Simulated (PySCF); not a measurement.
Identify the compound

Molecular formula: C₃H₉Cl₃Si₂. Simulated spectra:

1H NMR (300 MHz, computed): δ 0.23 (s, 9H).

13C{1H} NMR (computed): δ -2.8 (CH3, 3C).

- shieldings: GIAO PBE0/pcSseg-1
- geometry: GFN2-xTB
- run in PySCF 2.14.0 with density-fitted response routines
- isolated molecule, single conformer, one averaged value for each set of equivalent atoms, relativity neglected

Chemical shifts δ = σref − σ; 1H and 13C against TMS, all at this level.

Problem. Propose a structure and justify it.

Solution. 
- Rings plus π bonds: 0.
- 1 carbon signal for 3 carbons: some carbons are equivalent by symmetry or fast rotation.
- Carbon types of the structure: 3 × CH3, which accounts for all hydrogens.
- δC -2.8: methyl carbon bonded to Si; an electropositive neighbour leaves it electron-rich and shielded.
- δH 0.23: hydrogen on a methyl carbon bonded to Si; an electropositive neighbour shields it, as in TMS itself.

These data were computed for `C[Si](C)(C)[Si](Cl)(Cl)Cl`.

The data come from this structure; uniqueness wasn't tested.

Shifts are as computed. Against solution values, carbons near 30 ppm lie about +3 ppm off and those near 130 ppm about +5 ppm. Of 1211 compounds with measured shifts, 218 miss one by over three times the rms of a fit or turn the order of signals round; such compounds aren't used in these exercises.
